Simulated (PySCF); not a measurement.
**Broadened absorption spectrum of C5H11NS**

Compound: C5H11NS.
Structure used (GFN2-xTB), in Å, numbered top down from 1:
```xyz
18
C5H11NS angstrom
C      1.8629    1.3035   -0.5179
N      1.3748    0.8993    0.7733
C      0.5212   -0.0073    0.9284
C     -0.2005   -0.8283   -0.0980
C      0.0686   -2.3133    0.0981
S     -2.0064   -0.5228    0.1245
C     -2.0594    1.2430   -0.2908
H      2.6544    2.0332   -0.3499
H      1.0770    1.7744   -1.1141
H      2.2698    0.4644   -1.0886
H      0.2347   -0.2224    1.9538
H      0.0451   -0.5225   -1.1179
H     -0.2063   -2.6147    1.1065
H      1.1259   -2.5222   -0.0559
H     -0.5145   -2.8990   -0.6087
H     -1.7602    1.3834   -1.3266
H     -1.4078    1.7966    0.3797
H     -3.0880    1.5612   -0.1576
```

The calculation used PySCF, TDDFT PBE0/def2-SVPD, vertical, gas phase, core orbitals frozen in the response.

Broadening: Gaussians 0.4 eV wide at half height, area fixed by f = 4.319×10⁻⁹ ∫ε dν̃. The width is an assumption, not a result. The curve ends short of the highest state used, and states not computed would add to its high-energy end.

| λ (nm) | ε (L mol⁻¹ cm⁻¹) |
| --- | --- |
| 207.3 | 1659 |
| 211.2 | 1593 |
| 215.0 | 1108 |
| 218.9 | 558 |
| 222.8 | 211 |
| 226.7 | 69 |
| 230.6 | 50 |
| 234.4 | 111 |
| 238.3 | 247 |
| 242.2 | 424 |
| 246.1 | 570 |
| 250.0 | 615 |
| 253.8 | 558 |
| 257.7 | 455 |
| 261.6 | 384 |
| 265.5 | 381 |
| 269.4 | 432 |
| 273.3 | 487 |
| 277.1 | 503 |
| 281.0 | 464 |
| 284.9 | 379 |
| 288.8 | 277 |
| 292.7 | 182 |
| 296.5 | 110 |
| 300.4 | 60 |
| 304.3 | 30 |
| 308.2 | 14 |
| 312.1 | 6 |
| 316.0 | 2 |
| 319.8 | 1 |

(1) Locate the maxima and give the states behind the curve.

(2) Coming from long wavelengths, where does ε first pass 100 L mol⁻¹ cm⁻¹?

(3) On this curve, what absorbance would a 10⁻³ mol/L sample give at 248 nm over a 1 cm path?

Answers

(1) 276 nm (4.49 eV), ε about 500, made up of S1 (98%); 250 nm (4.97 eV), ε about 620, made up of S2 (99%); 209 nm (5.94 eV), ε about 1700, made up of S3 (61%) and S4 (39%) (ε in L mol⁻¹ cm⁻¹; maxima over ε = 5, shares over 10%). The states used: S1 4.48 eV (f 0.0073); S2 4.97 eV (f 0.0090); S3 5.88 eV (f 0.016); S4 6.02 eV (f 0.011); S5 6.48 eV (f 0.013); S6 6.58 eV (f 0.032).

(2) At about 297 nm (4.17 eV), 0.30 eV below S1.

(3) 248 nm is 4.999 eV, where ε is about 610 L mol⁻¹ cm⁻¹, so A = ε c l ≈ 0.61 (Beer–Lambert, with the gas-phase spectrum and the assumed width).

One conformer stands for the species.
